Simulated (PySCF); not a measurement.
TaBr4, SMILES [Br][Ta]([Br])([Br])[Br] (connectivity only; charge and spin as stated), neutral, multiplicity 2.

Geometry optimised at r2SCAN-D4/def2-SVP. The spin state was assumed, not searched. The def2 effective core potentials stand for the cores of Ta; spin–orbit coupling is left out.

Calculation: ωB97X/def2-TZVP (PySCF).

Gas-phase values at a fixed geometry.

```json
{
  "total_energy": "-10354.00812 hartree",
  "point_group": "D2d",
  "α spin, highest occupied and lowest empty level": "-8.27 and -1.41 eV",
  "β spin, highest occupied and lowest empty level": "-11.04 and -1.12 eV",
  "dipole_moment": "0.00 D",
  "quadrupole, principal values (traceless, Buckingham form, about the centre of nuclear charge)": "-0.19, -0.19, 0.39 D·Å",
  "mean_static_polarisability": "124.9 bohr³ (18.51 Å³)",
  "polarisability_principal_values": "114.9, 129.9, 129.9 bohr³",
  "⟨S²⟩": "0.753 (pure state 0.75)"
}
```
